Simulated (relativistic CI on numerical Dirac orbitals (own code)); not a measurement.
**Sn²⁰⁺: sensitivity of the levels to the model**

Base calculation: Dirac-Coulomb-Breit CI, KLI orbitals optimised for each configuration, model QED, unscaled Slater integrals.

CI space (outside the closed core [Ar] 3d10): 4s2, 4s 4p, 4p2, 4s 4d, 4d2, 4s 4f, 4p 4d, 4f2, 4p 4f, 4d 4f, 4s 5s, 4s 5p, 4s 5d, 4s 5f, 4s 5g, 4s 6s. Levels of other configurations are missing.

The lowest level and the first level of each name with at least 55 % of one term (blank where a level has no safe partner in the second run):

| Level | Base (cm⁻¹) | Shift (cm⁻¹) |
| --- | --- | --- |
| 4s2 1S_0 | 0 | 0 |
| 4s 4p 3P°_0 | 309978 | -16715 |
| 4s 4p 3P°_1 | 328396 | -35133 |
| 4s 4p 3P°_2 | 401532 | -108269 |
| 4s 4p 1P°_1 | 492325 | -93065 |
| 4p2 3P_0 | 724613 | -59237 |
| 4p2 3P_1 | 794107 | -128731 |
| 4p2 1D_2 | 797566 |  |
| 4p2 3P_2 | 883609 |  |
| 4p2 1S_0 | 947638 | -198051 |
| 4s 4d 3D_1 | 1022423 | -116903 |
| 4s 4d 3D_2 | 1028436 | -122916 |
| 4s 4d 3D_3 | 1039396 | -133876 |
| 4s 4d 1D_2 | 1108408 | -133362 |
| 4p 4d 3F°_2 | 1350019 | -139899 |
| 4p 4d 3F°_3 | 1389803 | -179683 |
| 4p 4d 3D°_1 | 1421318 |  |
| 4p 4d 3F°_4 | 1453763 | -243643 |
| 4p 4d 3P°_0 | 1489589 | -228058 |
| 4p 4d 3D°_3 | 1491260 | -221449 |
| 4p 4d 3P°_1 | 1493260 |  |
| 4p 4d 1F°_3 | 1533786 | -214450 |

At this charge energies of transitions that change n are usually good to better than 1 %, and those within a shell (Δn = 0) to a few per cent.

**Question.** One thing was changed in a second run, which moved the levels as shown. Which?
A. P86 correlation estimate
B. QED terms removed
C. Breit term removed
D. non-relativistic limit
E. configuration mixing switched off

**Answer.** D. Non-relativistic limit. Without relativity the fine structure collapses and s electrons lose their extra binding.

LS names give the leading component of a level, which can be under half, so a name can repeat, a term be missing and a line seem to break the LS rules.
